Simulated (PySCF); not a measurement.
Isomers of C3H7NSSi.

All values: PBE0/6-31G (PySCF) at PBE0-D3(BJ)/def2-SVP geometries, gas phase, one conformer each.

Task: Rank by the highest Hirshfeld charge on any atom, highest value first.
A. `[N:1]#[C:2][CH2:3][S:4][CH2:5][SiH3:6]` with C2–C3–S4–C5 60°, C3–S4–C5–Si6 75°
B. `[CH2:1]=[CH:2]/[CH:3]=[N:4]\[SiH2:5][SH:6]` with C1–C2–C3–N4 179°, C3–N4–Si5–S6 119°, N4–Si5–S6–H 50°
C. `[CH3:1][S:2][Si@H:3]([CH3:4])[C:5]#[N:6]` with C1–S2–Si3–C4 176°
D. `CN1[SiH2]CC1=S`
E. `[CH2:1]=[N:2]/[CH:3]=[CH:4]\[S:5][SiH3:6]` with C1–N2–C3–C4 180°, C3–C4–S5–Si6 -1°

Result: D (+0.380 e), C (+0.356 e), B (+0.320 e), A (+0.276 e), E (+0.249 e).

Task: Rank by the lowest Hirshfeld charge on any atom, highest value first.
A. `[CH3:1][S:2][Si@H:3]([CH3:4])[C:5]#[N:6]` with C1–S2–Si3–C4 176°
B. `CN1[SiH2]CC1=S`
C. `[CH2:1]=[CH:2]/[CH:3]=[N:4]\[SiH2:5][SH:6]` with C1–C2–C3–N4 179°, C3–N4–Si5–S6 119°, N4–Si5–S6–H 50°
D. `[N:1]#[C:2][CH2:3][S:4][CH2:5][SiH3:6]` with C2–C3–S4–C5 60°, C3–S4–C5–Si6 75°
E. `[CH2:1]=[N:2]/[CH:3]=[CH:4]\[S:5][SiH3:6]` with C1–N2–C3–C4 180°, C3–C4–S5–Si6 -1°

Result: E (-0.096 e), A (-0.184 e), D (-0.207 e), B (-0.261 e), C (-0.273 e).

Task: Rank by the highest IAO charge on any atom, lowest value first.
A. `[N:1]#[C:2][CH2:3][S:4][CH2:5][SiH3:6]` with C2–C3–S4–C5 60°, C3–S4–C5–Si6 75°
B. `[CH2:1]=[N:2]/[CH:3]=[CH:4]\[S:5][SiH3:6]` with C1–N2–C3–C4 180°, C3–C4–S5–Si6 -1°
C. `[CH3:1][S:2][Si@H:3]([CH3:4])[C:5]#[N:6]` with C1–S2–Si3–C4 176°
D. `S=C1N(C)[SiH2]C1`
E. `[CH2:1]=[CH:2]/[CH:3]=[N:4]\[SiH2:5][SH:6]` with C1–C2–C3–N4 179°, C3–N4–Si5–S6 119°, N4–Si5–S6–H 50°

Result: B (+0.397 e), A (+0.449 e), E (+0.643 e), C (+0.711 e), D (+0.729 e).

All values together:

| SMILES | μ (D) | HOMO (eV) | LUMO (eV) | lowest IAO charge (e) | highest IAO charge (e) | lowest Hirshfeld charge (e) | highest Hirshfeld charge (e) |
| --- | --- | --- | --- | --- | --- | --- | --- |
| CS[Si@H](C)C#N | 2.83 | -7.25 | -0.54 | -0.703 (C) | +0.711 (Si) | -0.184 (N) | +0.356 (Si) |
| C=N/C=C\S[SiH3] | 3.79 | -6.28 | -1.45 | -0.230 (C) | +0.397 (Si) | -0.096 (H) | +0.249 (Si) |
| C=C/C=N\[SiH2]S | 3.53 | -6.92 | -1.71 | -0.509 (N) | +0.643 (Si) | -0.273 (N) | +0.320 (Si) |
| CN1[SiH2]CC1=S | 4.62 | -6.00 | -0.56 | -0.546 (C) | +0.729 (Si) | -0.261 (S) | +0.380 (Si) |
| N#CCSC[SiH3] | 2.61 | -6.96 | -0.05 | -0.611 (C) | +0.449 (Si) | -0.207 (N) | +0.276 (Si) |

Conformers: `[CH3:1][S:2][Si@H:3]([CH3:4])[C:5]#[N:6]` with C1–S2–Si3–C4 176°; `[CH2:1]=[N:2]/[CH:3]=[CH:4]\[S:5][SiH3:6]` with C1–N2–C3–C4 180°, C3–C4–S5–Si6 -1°; `[CH2:1]=[CH:2]/[CH:3]=[N:4]\[SiH2:5][SH:6]` with C1–C2–C3–N4 179°, C3–N4–Si5–S6 119°, N4–Si5–S6–H 50°; `[N:1]#[C:2][CH2:3][S:4][CH2:5][SiH3:6]` with C2–C3–S4–C5 60°, C3–S4–C5–Si6 75°.
